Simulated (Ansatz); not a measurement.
Reaction (ligand exchange at a Ga–Br bond): `[F][Ga]([Cl])[Br]` + NH₃ → `[NH2][Ga]([F])[Cl]` + HBr

Gas-phase electronic energies from Ansatz, PBE0-D4/def2-TZVP geometries. CCSD(T)/CBS adds triple-zeta CCSD(T) − MP2 to the extrapolated MP2 energy (def2 sets, frozen cores). This one scheme is used for every species. DFT in def2-TZVPP. For Br, Ga outer-core shells are correlated without core-valence functions, which leaves a few kJ/mol of doubt a bond. Scalar relativity is left out up to krypton. One conformer a species, not always the lowest.

Task: Is it downhill or uphill in electronic energy at CCSD(T)/CBS, and by how much? (Best estimate.)

Result: Computed: Uphill: ΔE = +73.2 kJ/mol.

Task: What do these levels give: BLYP-D4, B97M-V, PBE0-D4, r2SCANh-D4, BHLYP-D4, ωB97M-V, PBE-QIDH, CAM-B3LYP, LC-ωPBE, RPA@PBE/def2-TZVPP, CCSD/def2-SVP, HF/def2-TZVPP? (An estimate is asked.)

Result: Computed: BLYP-D4 76.3, B97M-V 82.3, PBE0-D4 80.9, r2SCANh-D4 80.2, BHLYP-D4 82.2, ωB97M-V 77.1, PBE-QIDH 79.5, CAM-B3LYP 71.2, LC-ωPBE 70.5, RPA@PBE/def2-TZVPP 70.6, CCSD/def2-SVP 69.7, HF/def2-TZVPP 85.8 kJ/mol.

Task: What do rigid-rotor, harmonic-oscillator terms from PBE0-D4/def2-TZVP frequencies (298.15 K, 1 bar) make of the CCSD(T)/CBS value? (An estimate is asked.)

Result: The calculation gave: ΔZPE = -10.6 kJ/mol, ΔH = +62.9 kJ/mol, ΔS = 1 J/(mol·K), ΔG = +62.7 kJ/mol.

Largest T1 diagnostic among the species: 0.013.

In def2-TZVPP, CCSD(T) changes the Hartree–Fock value by −12.1 kJ/mol (the triples alone add −0.1 kJ/mol) and MP2 by −10.7 kJ/mol. Leaving LDA and LC-ωPBE aside and taking each functional with its dispersion term where it has one, the values, not all of them listed here, spread over 10.5 kJ/mol, from CAM-B3LYP-D4 to B97M-V. LDA lies −11.3 kJ/mol from PBE without D4. From BLYP to BHLYP (50 % exact exchange), in def2-TZVPP and without D4, ΔE moves by +3.6 kJ/mol.
